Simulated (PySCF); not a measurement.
**Correlation energy of Se (selenium, neutral)**

[Ar] 3d10 4s2 4p4, high-spin 3P determinant. Calculation: PySCF 2.14, in aug-cc-pVTZ-PP with one added diffuse shell each of s, d, f type with ECP10MDF (7s5p5d3f, 68 functions); scalar relativity through the core potential. Frozen: 3s2 3p6 3d10; 6 electrons correlated.

```tsv
level	correlation energy (mhartree)
CCSD	-120.62
(T)	-3.90
CCSD(T)	-124.52
```

Diagnostics: T1 = 0.0083, D1 = 0.0254, largest double amplitude 0.030.

Q: Is a single reference adequate?

A: Yes, within this model without spin-orbit coupling: T1 lies below 0.03 and no double amplitude reaches 0.07.
